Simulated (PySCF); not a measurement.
Species: C₅H₁₀SSi.
Atom-mapped SMILES: `[CH3:1][SiH2:2][S:3][C@:4]12[CH2:5][C@H:6]1[CH2:7]2` (hydrogens: H8, H9, H10 on C1; H11, H12 on Si2; H13, H14 on C5; H15 on C6; H16, H17 on C7)

The same species was optimised twice, with GFN2-xTB and with PBE0-D3(BJ)/def2-SVP (PySCF), and the same property calculations (PySCF, gas phase) were run on both structures.

```json
{"coordinate": "C1–Si2 (Å)", "GFN2-xTB": "1.895", "PBE0-D3(BJ)/def2-SVP": "1.873", "change": "-0.022"}
{"coordinate": "C4–C6 (Å)", "GFN2-xTB": "1.486", "PBE0-D3(BJ)/def2-SVP": "1.476", "change": "-0.010"}
{"coordinate": "C5–C6 (Å)", "GFN2-xTB": "1.497", "PBE0-D3(BJ)/def2-SVP": "1.491", "change": "-0.006"}
{"coordinate": "S3–C4 (Å)", "GFN2-xTB": "1.761", "PBE0-D3(BJ)/def2-SVP": "1.767", "change": "+0.006"}
{"coordinate": "C6–C7 (Å)", "GFN2-xTB": "1.497", "PBE0-D3(BJ)/def2-SVP": "1.492", "change": "-0.005"}
{"coordinate": "Si2–S3 (Å)", "GFN2-xTB": "2.162", "PBE0-D3(BJ)/def2-SVP": "2.157", "change": "-0.005"}
{"coordinate": "C4–C5 (Å)", "GFN2-xTB": "1.499", "PBE0-D3(BJ)/def2-SVP": "1.498", "change": "-0.001"}
{"coordinate": "C4–C7 (Å)", "GFN2-xTB": "1.499", "PBE0-D3(BJ)/def2-SVP": "1.498", "change": "-0.001"}
{"coordinate": "S3–C4–C6 (°)", "GFN2-xTB": "134.0", "PBE0-D3(BJ)/def2-SVP": "130.0", "change": "-4.0"}
{"coordinate": "C5–C6–C7 (°)", "GFN2-xTB": "96.8", "PBE0-D3(BJ)/def2-SVP": "98.8", "change": "+2.0"}
{"coordinate": "C1–Si2–S3 (°)", "GFN2-xTB": "109.6", "PBE0-D3(BJ)/def2-SVP": "111.4", "change": "+1.8"}
{"coordinate": "S3–C4–C7 (°)", "GFN2-xTB": "132.0", "PBE0-D3(BJ)/def2-SVP": "130.3", "change": "-1.7"}
{"coordinate": "C5–C4–C7 (°)", "GFN2-xTB": "96.6", "PBE0-D3(BJ)/def2-SVP": "98.2", "change": "+1.6"}
{"coordinate": "S3–C4–C5 (°)", "GFN2-xTB": "131.1", "PBE0-D3(BJ)/def2-SVP": "130.1", "change": "-1.0"}
{"coordinate": "Si2–S3–C4 (°)", "GFN2-xTB": "98.4", "PBE0-D3(BJ)/def2-SVP": "97.5", "change": "-0.9"}
{"coordinate": "C4–C7–C6 (°)", "GFN2-xTB": "59.5", "PBE0-D3(BJ)/def2-SVP": "59.1", "change": "-0.4"}
{"coordinate": "C1–Si2–S3–C4 (°)", "GFN2-xTB": "-65", "PBE0-D3(BJ)/def2-SVP": "-61", "change": "+4"}
{"coordinate": "Si2–S3–C4–C5 (°)", "GFN2-xTB": "-94", "PBE0-D3(BJ)/def2-SVP": "-95", "change": "-1"}
```

Rotational constants: A = 3146, B = 1169, C = 1036 MHz (GFN2-xTB) against A = 3140, B = 1176, C = 1045 MHz (PBE0-D3(BJ)/def2-SVP). Point groups within 0.08 Å: C1 and C1.

On the GFN2-xTB structure: isotropic polarisability (au) 102.5 [CAM-B3LYP/def2-SVPD]; HOMO (eV) -8.05 [CAM-B3LYP/def2-SVPD]; LUMO (eV) 1.16 [CAM-B3LYP/def2-SVPD]; dipole (D) 1.39 [CAM-B3LYP/def2-SVPD]; HOMO (eV) -6.77 [PBE0/pcSseg-1]; LUMO (eV) 0.70 [PBE0/pcSseg-1]; dipole (D) 1.39 [PBE0/pcSseg-1]; GIAO shielding of C1 (ppm) 188.4 [PBE0/pcSseg-1]; GIAO shielding of Si2 (ppm) 373.6 [PBE0/pcSseg-1]; GIAO shielding of S3 (ppm) 647.1 [PBE0/pcSseg-1]; GIAO shielding of C4 (ppm) 170.6 [PBE0/pcSseg-1]; GIAO shielding of C5/C7 (mean) (ppm) 147.5 [PBE0/pcSseg-1]; GIAO shielding of C6 (ppm) 177.0 [PBE0/pcSseg-1].

Problem. What do these properties become on the PBE0-D3(BJ)/def2-SVP structure?

Solution. 
| property | level | on GFN2-xTB | on PBE0-D3(BJ)/def2-SVP | change |
| --- | --- | --- | --- | --- |
| isotropic polarisability (au) | CAM-B3LYP/def2-SVPD | 102.5 | 103.7 | +1.2 |
| HOMO (eV) | CAM-B3LYP/def2-SVPD | -8.05 | -8.15 | -0.10 |
| LUMO (eV) | CAM-B3LYP/def2-SVPD | 1.16 | 1.17 | +0.01 |
| dipole (D) | CAM-B3LYP/def2-SVPD | 1.39 | 1.33 | -0.06 |
| energy, GFN2-xTB geometry as zero (kcal/mol) | CAM-B3LYP/def2-SVPD | 0.0 | -1.9 | -1.9 |
| HOMO (eV) | PBE0/pcSseg-1 | -6.77 | -6.87 | -0.10 |
| LUMO (eV) | PBE0/pcSseg-1 | 0.70 | 0.75 | +0.05 |
| dipole (D) | PBE0/pcSseg-1 | 1.39 | 1.31 | -0.08 |
| energy, GFN2-xTB geometry as zero (kcal/mol) | PBE0/pcSseg-1 | 0.0 | -1.8 | -1.8 |
| GIAO shielding of C1 (ppm) | PBE0/pcSseg-1 | 188.4 | 186.5 | -1.9 |
| GIAO shielding of Si2 (ppm) | PBE0/pcSseg-1 | 373.6 | 371.7 | -1.9 |
| GIAO shielding of S3 (ppm) | PBE0/pcSseg-1 | 647.1 | 635.8 | -11.3 |
| GIAO shielding of C4 (ppm) | PBE0/pcSseg-1 | 170.6 | 172.8 | +2.2 |
| GIAO shielding of C5/C7 (mean) (ppm) | PBE0/pcSseg-1 | 147.5 | 144.2 | -3.3 |
| GIAO shielding of C6 (ppm) | PBE0/pcSseg-1 | 177.0 | 175.6 | -1.4 |

The heavy atoms differ by 0.056 Å rms after alignment. Among bonds between heavy atoms C1–Si2 changes most (-0.022 Å). Changes are differences of the printed values. Neither structure is proved a minimum here.

Shape of the structure used: `[CH3:1][SiH2:2][S:3][C@:4]12[CH2:5][C@H:6]1[CH2:7]2`: C1–Si2–S3–C4 -61°, Si2–S3–C4–C5 -95°.
